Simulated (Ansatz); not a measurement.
Reaction (redistribution): `[F][Ga]([SH])[Br]` + `CN(C)[SiH](O)O` → `C[N](C)[Ga]([F])[SH]` + `O[SiH](O)Br`

Program: Ansatz. Geometries: PBE0-D4/def2-TZVP. ΔE: electronic, gas phase. CCSD(T)/CBS adds triple-zeta CCSD(T) − MP2 to the extrapolated MP2 energy (def2 sets, frozen cores). Functionals use def2-TZVPP. For Br, Ga outer-core shells are correlated without core-valence functions, which leaves a few kJ/mol of doubt a bond. Scalar relativity is left out up to krypton. Each species was taken in one conformer, which may not be the lowest.

Is it downhill or uphill in electronic energy at CCSD(T)/CBS, and by how much? (An estimate is asked.)

Computed: Uphill: ΔE = +41.9 kJ/mol.

What do these levels give: PBE-D4, r2SCAN-D4, PBE0-D4, ωB97M-V, PBE0, MP2/def2-TZVPP, SCS-MP2/def2-TZVPP, CCSD/def2-TZVPP, CCSD(T)/def2-TZVPP, SCS-MP2/def2-QZVPP, HF/CBS(def2), MP2/CBS(def2)? (Best estimate.)

Ansatz gave: PBE-D4 43.3, r2SCAN-D4 47.2, PBE0-D4 48.1, ωB97M-V 50.4, PBE0 48.0, MP2/def2-TZVPP 43.4, SCS-MP2/def2-TZVPP 45.3, CCSD/def2-TZVPP 48.9, CCSD(T)/def2-TZVPP 47.2, SCS-MP2/def2-QZVPP 42.5, HF/CBS(def2) 60.8, MP2/CBS(def2) 38.1 kJ/mol.

Largest T1 diagnostic among the species: 0.013.

From PBE to PBE0 (25 % exact exchange), in def2-TZVPP and without D4, ΔE moves by +4.9 kJ/mol. In def2-TZVPP, CCSD(T) changes the Hartree–Fock value by −14.2 kJ/mol (the triples alone add −1.7 kJ/mol) and MP2 by −17.9 kJ/mol.
